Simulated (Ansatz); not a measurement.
C3H7AlO, relaxed with RKS PBE-D4/def2-SVP in Ansatz 0.2.0 from a rough embedded geometry. The force threshold is 0.03 eV/Å; the program also tests the step.

Charge 0, multiplicity 1. The bonds changed during the relaxation, so this is another structure than the one it started from.

Start:

```xyz
12

C    -0.005    0.453    1.376
C    -0.020    0.113   -0.056
Al    1.072   -1.390   -0.708
C    -1.100    0.582   -0.924
O     0.099    1.251   -0.903
H     1.062    0.641    1.761
H    -0.457   -0.313    2.000
H    -0.511    1.454    1.575
H     1.085   -2.839    0.073
H     2.012   -1.248   -2.007
H    -1.913    1.226   -0.351
H    -1.323    0.070   -1.836
```

**Question.** By how much does the energy fall, and how many steps does the optimiser take? (An estimate is asked.)

**Answer.** The calculation gave: 0.79 eV, in 22 steps, 2 of them rejected.

**Question.** Which bonds change most? (Estimate.)

**Answer.** Ansatz gave: Al3–O5 from 2.821 to 2.005 Å; C2–O5 from 1.423 to 1.611 Å; C4–O5 from 1.373 to 1.453 Å; C4–H11 from 1.185 to 1.107 Å.

**Question.** Give the relaxed structure. (Best estimate.)

**Answer.** The calculation gave: 
```xyz
12

C    -0.291    0.354    1.569
C    -0.245   -0.174    0.169
Al    1.070   -1.244   -0.848
C    -0.805    0.625   -0.940
O     0.642    0.715   -0.839
H     0.640    0.123    2.124
H    -1.120   -0.160    2.102
H    -0.478    1.449    1.617
H     2.485   -1.518   -0.158
H     0.571   -1.892   -2.222
H    -1.293    1.592   -0.714
H    -1.177    0.130   -1.859
```
